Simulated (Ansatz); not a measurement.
Geometry optimisation, UKS PBE/def2-SVP in Ansatz 0.2.0.

The input (input.yaml):

```yaml
crystal:
  periodic: [false, false, false]
  atoms:
    - { symbol: Si, position_ang: [-0.549, -0.3001, 0.68] }
    - { symbol: S, position_ang: [0.9715, -0.357, -1.3321] }
    - { symbol: S, position_ang: [-1.367, 1.4398, 0.0] }
    - { symbol: H, position_ang: [-0.175, 1.0202, -1.2731] }
    - { symbol: F, position_ang: [-1.2321, -1.7315, 0.7517] }
    - { symbol: F, position_ang: [0.4427, -0.451, 1.9177] }
    - { symbol: H, position_ang: [1.9089, 0.3796, -0.7443] }
magnetization:
  spin_polarized: true
basis:
  gaussian: { orbitals: def2-SVP }
hamiltonian:
  xc: pbe
relax:
  f_tol: 0.15
  max_steps: 25
  restrain:
    - { distance: [3, 1], at: 1.36, k: 30.0 }
    - { distance: [0, 1], at: 3.46, k: 30.0 }
    - { distance: [3, 2], at: 2.66, k: 30.0 }
```

Launched with:

```bash
$ ansatz run input.yaml --threads 2 --pin off --max-ram 3072MiB --backend cpu --events-out ev --progress --plain --runs-dir out
```

Question: Where does it end, and by what steps?

Answer: The forces met the threshold. The restraints hold the end off the free minimum. After 9 steps the energy has fallen by 0.014 eV (the restraints' own energy left out); H4 moved furthest, 0.54 Å. Joined: S2–H4 (1.79 → 1.36 Å).

| step | energy less start (eV) | largest force component (eV/Å) | accepted |
| --- | --- | --- | --- |
| 0 | 0.0000 | 2.129 | yes |
| 1 | 0.2402 | 1.969 | yes |
| 2 | 0.0554 | 1.693 | yes |
| 3 | 0.0755 | 1.561 | yes |
| 4 | 0.0302 | 1.146 | yes |
| 5 | 0.0280 | 0.615 | yes |
| 6 | -0.0040 | 0.406 | yes |
| 7 | -0.0059 | 0.293 | yes |
| 8 | -0.0131 | 0.387 | yes |
| 9 | -0.0144 | 0.325 | yes |

```xyz
7
Properties=species:S:1:pos:R:3
Si -0.870 -0.266 1.018
S 1.197 -0.184 -1.739
S -1.607 1.399 0.328
H 0.243 0.757 -1.481
F -1.442 -1.768 0.840
F 0.355 -0.447 2.064
H 2.125 0.510 -1.030
```

The run took 28 s on 2 threads of AMD EPYC 7R43 64-Core Processor (Zen 3), on a shared host, peak memory 0.18 GiB.
